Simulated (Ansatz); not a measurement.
Reaction (substitution at a C–Ge bond): `O[CH2][GeH2][SiH3]` + `O[SiH2]S` → `OCO[SiH2]S` + `[SiH3][GeH3]`

Computed with Ansatz on PBE0-D4/def2-TZVP structures; ΔE is electronic, products minus reactants. CCSD(T)/CBS adds triple-zeta CCSD(T) − MP2 to the extrapolated MP2 energy (def2 sets, frozen cores). DFT in def2-TZVPP. B3LYP here is the variant with VWN-RPA as its local correlation; programs differ in this. For Ge outer-core shells are correlated without core-valence functions, which leaves a few kJ/mol of doubt a bond. Scalar relativity is left out up to krypton. One conformer a species, not always the lowest.

`O[CH2][GeH2][SiH3]`:

Cartesian coordinates in Å:
```
O 0.404 -0.584 -2.546
C 0.486 -0.779 -1.148
Ge -0.427 0.727 -0.260
Si -0.318 0.461 2.105
H 0.847 -1.315 -2.986
H 1.525 -0.810 -0.797
H 0.000 -1.712 -0.834
H -1.895 0.768 -0.721
H 0.254 2.043 -0.677
H -1.003 1.589 2.792
H 1.099 0.422 2.558
H -0.973 -0.810 2.515
```

`O[SiH2]S`:

Cartesian coordinates in Å:
```
O -1.395 0.233 0.508
Si 0.072 0.505 -0.177
S 1.214 -1.272 -0.473
H -1.951 -0.435 0.102
H -0.032 1.065 -1.548
H 0.747 1.439 0.749
H 1.346 -1.535 0.839
```

`OCO[SiH2]S`:

Z-matrix (Å, degrees):
```
C
O 1 1.399
O 1 1.397 2 112.4
H 1 1.093 2 110.3 3 -117.6
H 1 1.095 2 106.7 3 123.0
Si 2 1.650 1 122.3 3 47.6
H 3 0.962 1 108.7 2 68.9
S 6 2.131 2 113.2 1 43.0
H 6 1.478 2 105.8 1 159.4
H 6 1.482 2 110.5 1 -80.1
H 8 1.345 6 93.5 2 -76.8
```

`[SiH3][GeH3]`:

```xyz
8

Si   -1.004    0.657   -0.043
Ge    0.985   -0.645    0.042
H    -2.150   -0.127    0.488
H    -1.300    1.048   -1.446
H    -0.844    1.887    0.776
H     1.305   -1.048    1.490
H     2.177    0.154   -0.513
H     0.830   -1.926   -0.795
```

Q: Is it downhill or uphill in electronic energy at CCSD(T)/CBS, and by how much? (Estimate.)

A: Computed: Uphill: ΔE = +0.19 eV.

Q: What do these levels give: PBE-D4, PBE0-D4, B3LYP-D4, HF/def2-TZVPP, SCS-MP2/def2-QZVPP, HF/CBS(def2)? (Estimate.)

A: Computed: PBE-D4 0.13, PBE0-D4 0.12, B3LYP-D4 0.10, HF/def2-TZVPP 0.03, SCS-MP2/def2-QZVPP 0.19, HF/CBS(def2) 0.03 eV.

Largest T1 diagnostic among the species: 0.012.

In def2-TZVPP, CCSD(T) changes the Hartree–Fock value by +0.11 eV (the triples alone add −0.00 eV) and MP2 by +0.17 eV. The D4 term adds −0.04 eV with B3LYP and −0.02 eV with PBE0; it sums over pairs of atoms, weighted by their polarisabilities, and B3LYP, whose exchange is more repulsive, gets the larger term.
